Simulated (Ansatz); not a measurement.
System: MoO$_{2}$, charge 0, multiplicity 3. The spin state was set by rule; other spins were not relaxed. 
Structure (B3LYP-D3(BJ)/def2-TZVP (Ansatz, an electronic-structure program) minimum search):
```
Mo
O 1 1.6966
O 1 1.6966 2 114.52
```
Charge 0, spin multiplicity 3.

Total electronic energies in hartree. Valence correlation only, unless marked. Open shells are spin-unrestricted. No spin-orbit coupling. Frozen are the shells of the preceding noble gas and the d and f shells that filled before the atom's block. Past Kr the def2 sets carry scalar-relativistic core potentials. STO-3G rows are all-electron and non-relativistic.  The program attaches cautions to a run behind CCSD(T)/STO-3G: large difference.

The UHF reference is spin-contaminated (<S^2> 0.11 over the pure value in the largest basis). 

```
level                           program  energy (Eh)
-----------------------  --------------  -----------
HF/def2-SVPD                     Ansatz          ___
RI-HF/def2-QZVPP                 Ansatz   -217.31506
RI-HF/def2-QZVPPD                Ansatz   -217.31524
r2SCAN/def2-TZVPD                Ansatz   -218.71310
r2SCAN-D4/def2-TZVPD     Ansatz + dftd4   -218.71354
B3LYP-D4/def2-TZVPD      Ansatz + dftd4   -218.75938
PBE0/STO-3G                      Ansatz  -4085.75463
PBE0/def2-SVP                    Ansatz   -218.35098
BHLYP-D3(BJ)/def2-TZVPD  Ansatz + dftd3   -218.51617
BHLYP/def2-TZVPD                 Ansatz   -218.51319
r2SCAN0-D4/def2-TZVPD    Ansatz + dftd4   -218.61066
r2SCAN0/def2-TZVPD               Ansatz   -218.61012
CAM-B3LYP/def2-TZVPD             Ansatz          ___
wB97M-V/def2-TZVPD               Ansatz          ___
wB97X/def2-TZVPD                 Ansatz   -218.66241
B2GP-PLYP/def2-TZVPD             Ansatz   -218.39860
RPA@PBE/def2-QZVPP               Ansatz   -218.36639
MP2/def2-SVP                     Ansatz   -217.67200
MP2/def2-TZVPP                   Ansatz   -218.02455
RI-MP2/def2-QZVPP                Ansatz   -217.95587
CCSD(T)/STO-3G                   Ansatz  -4083.93678
CCSD(T)/def2-TZVPPD              Ansatz   -218.02874
```

Question: Complete the blanks.

Answer: 
- HF/def2-SVPD, energy (Eh): -217.09204
- CAM-B3LYP/def2-TZVPD, energy (Eh): -218.63037
- wB97M-V/def2-TZVPD, energy (Eh): -218.59056
